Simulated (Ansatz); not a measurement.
`C=[N][SnH3]` + H₂O → `[OH][SnH3]` + `C=N` at 400 K and 1 bar (formal hydrolysis of the Sn–N bond).

Calculated with Ansatz (gas phase, PBE0-D4/def2-TZVP geometries, no zero-point term in ΔE). CCSD(T)/CBS adds triple-zeta CCSD(T) − MP2 to the extrapolated MP2 energy (def2 sets, frozen cores). This one scheme is used for every species. def2 core potentials past Kr. For Sn outer-core shells are correlated without core-valence functions, which leaves a few kJ/mol of doubt a bond.

```
      species  CCSD(T)/CBS energy (Eh)  H − E (kJ/mol)  S (J/(mol·K))
`C=[N][SnH3]`               -309.73027           156.4          335.6
          H₂O                -76.37941            69.8          198.6
 `[OH][SnH3]`               -291.59405           108.6          309.2
        `C=N`                -94.52360           119.4          238.9
```

H − E and S are ideal-gas, rigid-rotor, harmonic terms from PBE0-D4/def2-TZVP. 1 Eh = 2625.50 kJ/mol, R = 8.31446 J/(mol·K).

Q: By hand: ΔE, ΔH, ΔS and ΔG.

A: ΔE = (-291.59405) + (-94.52360) − (-309.73027) − (-76.37941) = -0.00797 Eh = -20.9 kJ/mol. Δ(H − E) = 108.6 + 119.4 − 156.4 − 69.8 = 1.8, so ΔH = -19.1 kJ/mol. ΔS = 309.2 + 238.9 − 335.6 − 198.6 = 13.9 J/(mol·K). ΔG = -19.1 − 400 × (13.9)/1000 = -24.7 kJ/mol.

Q: By hand: the equilibrium constant, and the temperature at which ΔG would vanish if ΔH and ΔS stayed fixed.

A: log₁₀ K = −ΔG/(RT ln 10) = 3.2. ΔH and −TΔS have one sign here, so there is no such temperature.

The number of gas molecules stays the same, so ΔS is small and ΔH decides. A doubt of 5 kJ/mol in ΔE shifts log₁₀ K by 0.7 here. These are equilibria of isolated gas molecules and say nothing of rates. Largest T1 diagnostic: 0.014 (customary marks: 0.02 for closed shells, 0.045 for open ones).
